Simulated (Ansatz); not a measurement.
The Ge1–Ge2 bond of Ge2H6 (SMILES [GeH3][GeH3]) is stretched (multiplicity 1, the rest rigid).
Geometry at rest (charge 0, multiplicity 1):
```xyz
8

Ge    -1.214     0.095    -0.016
Ge     1.214    -0.095     0.016
H     -1.816    -0.884    -1.040
H     -1.635     1.525    -0.399
H     -1.795    -0.231     1.372
H      1.635    -1.525     0.399
H      1.816     0.884     1.040
H      1.795     0.231    -1.372
```

Frozen-core correlation. Filled d and f shells under p-block atoms count as core.

Run with Ansatz (Gaussian basis) for Hartree–Fock, density functionals and correlated methods. 

FIC-MRCISD+Q on CASSCF(2,2)/cc-pVTZ, total energies (hartree):

```tsv
R (Å)	CASSCF	MRCISD	weight c² of the reference
2.436	-4154.305837	-4154.569886	0.88604
4.263	-4154.221389	-4154.472401	0.88713
7.795	-4154.212041	-4154.461532	0.88796
```

Question: Add the Davidson correction (E_MRCISD − E_CASSCF)(1 − c²)/c² and give the energies above the first point at the three levels.

Answer: 
Corrections (hartree): -0.033960, -0.031936, -0.031479. Above the first point (kcal/mol):
- R = 4.263 Å: CASSCF 53.0, MRCISD 61.2, with the correction 62.4
- R = 7.795 Å: CASSCF 58.9, MRCISD 68.0, with the correction 69.6

Ansatz is a program for electronic structure.
